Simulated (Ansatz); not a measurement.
Input for Ansatz (a quantum-chemistry and plane-wave program): R-CCSD(T)/def2-TZVPP on H2OSn (SMILES [OH][SnH]), a point of a torsion scan. Elements past Kr take the def2 small-core potentials; no spin–orbit coupling. The run froze 10 orbitals, filled d shells among them.

Ansatz 0.2 input:
```yaml
crystal:
  periodic: [false, false, false]
  atoms:
    - {symbol: O, position_ang: [-0.98281413, 0.21185591, 0.29063627]}
    - {symbol: Sn, position_ang: [0.85723283, 0.74663670, -0.36190339]}
    - {symbol: H, position_ang: [-1.57494669, -0.42157899, -0.10955291]}
    - {symbol: H, position_ang: [1.17565909, 1.97584508, 1.02854480]}
basis:
  gaussian:
    orbitals: def2-TZVPP
magnetization: {spin_polarized: false}
correlation: {method: ccsd_t, electrons: outside_noble_gas}
scf: {lower_state_search: off}
```

**Question.** Predict the final total energy.

**Answer.** -289.7763 hartree (reference determinant -289.4103, T1 diagnostic 0.019).
